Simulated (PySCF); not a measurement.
Simulated Si 1s region for `[SiH3]Oc1cncn1[SiH3]`, binding energy against the vacuum level.

Every computed line was given a Gaussian of 0.5 eV full width at half maximum and an area set by the number of equivalent atoms; the highest printed point is 100. Level of theory: delta-SCF UKS SCAN, pcX-2 on the ionised atom, pcseg-1 elsewhere, spin-free X2C in PySCF.

binding energy (eV), intensity and a bar:
```
   1846.9          0 
   1847.0          2 
   1847.1          6 ##
   1847.2         15 ####
   1847.3         31 #########
   1847.4         54 ################
   1847.5         76 #######################
   1847.6         92 ############################
   1847.7        100 ##############################
   1847.8         99 ##############################
   1847.9         90 ###########################
   1848.0         72 ######################
   1848.1         49 ###############
   1848.2         28 ########
   1848.3         13 ####
   1848.4          5 #
   1848.5          1 
   1848.6          0
```

Task: How many maxima does the curve show, and how many computed lines lie under it?

Result: The curve has 1 maximum (at 1847.7 eV). Under it lie 2 lines from 2 inequivalent silicon sites. At this width some lines have no maximum of their own.

Task: Decompose the envelope and assign each component. Numbering: `[SiH3:1][O:2][c:3]1[cH:4][n:5][cH:6][n:7]1[SiH3:8]`.

Result: 
```
position (eV)  relative area   line  atoms           environment
      1847.57              1  Si 1s    Si8          SiH3 silicon
      1847.91              1  Si 1s    Si1  oxygen-bound silicon
```

Task: What are the centre and the root-mean-square width of the whole band?

Result: The area-weighted mean of the lines is 1847.74 eV. Their own spread about it is 0.17 eV (rms) and each Gaussian has σ = 0.5/2.355 = 0.21 eV; the variances add, which gives 0.27 eV.

Task: Above which line width would these two lines show one maximum?

Result: Two equal Gaussians merge once their distance is under 2σ = FWHM/1.177. With 0.34 eV between them that is a full width over 0.40 eV.

The listed Si 1s values span 0.34 eV, from Si8 (bonded to N and 3 H) to Si1 (bonded to O and 3 H). Summing the Pauling electronegativity differences to the bonded atoms, each weighted by its formal bond order, gives +2.04 for the lowest site and +2.44 for the highest.

Shake-up satellites, vibrational structure and lifetime widths aren't simulated. The structure is a single PBE0-D3(BJ)/def2-SVP conformer in the gas phase; no vibrational or solvent corrections.

The values belong to the conformer `[SiH3:1][O:2][c:3]1[cH:4][n:5][cH:6][n:7]1[SiH3:8]`: Si1–O2–C3–C4 -1°.
